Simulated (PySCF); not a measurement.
Species: [OsCl6]2- (charge -2 and triplet state).
Bonds: Os1–Cl2, Os1–Cl3, Os1–Cl4, Os1–Cl5, Os1–Cl6, Os1–Cl7.

A GFN2-xTB structure was refined with PBE0-D3(BJ)/def2-SVP geometry optimisation, gas phase, def2 core potentials past Kr (PySCF 2.14.0). Its GFN2-xTB values:

```csv
coordinate,GFN2-xTB
Os1–Cl2,2.325 Å
Os1–Cl3,2.323 Å
Os1–Cl4,2.323 Å
Cl2–Os1–Cl3,179.6°
Cl2–Os1–Cl4,90.2°
```

Problem. How do these coordinates change at the PBE0-D3(BJ)/def2-SVP level?

Solution. 
```tsv
coordinate	PBE0-D3(BJ)/def2-SVP (Å or °)	change
Os1–Cl3	2.387	+0.064
Os1–Cl2	2.387	+0.062
Os1–Cl4	2.369	+0.046
Cl2–Os1–Cl3	179.9	+0.3
Cl2–Os1–Cl4	90.0	-0.2
```

The energy falls by 2.8 kcal/mol over 7 energy and gradient evaluations, the largest force component goes from 0.0185 to 1.1e-04 Eh/bohr, and the atoms move by 0.048 Å rms after alignment. The bond that changes most is Os1–Cl3 (ends: osmium bonded to 6 Cl; chlorine bonded to Os), which lengthens by 0.064 Å. Bonds longer at the end by more than 0.005 Å: 6 of 6; shorter: 0.

The run used 140 basis functions and 121 SCF cycles in all. Hardware: one thread of an Arm Neoverse V1, no GPU (shared host). Cost: 4.1 min.

No frequency check. ⟨S²⟩ = 2.010 (exact for a triplet: 2.00). Whether so highly charged an anion holds all its electrons in the gas phase wasn't checked; a finite basis holds them in any case. The ion is multiply charged and computed without counter-ions or solvent. The geometry's basis has no diffuse functions, a weakness for an anion.

For an open-shell metal species like this, the optimisation's SCF solution wasn't tested for stability and no frequencies at its level were run, so a lower state or another shape may exist.
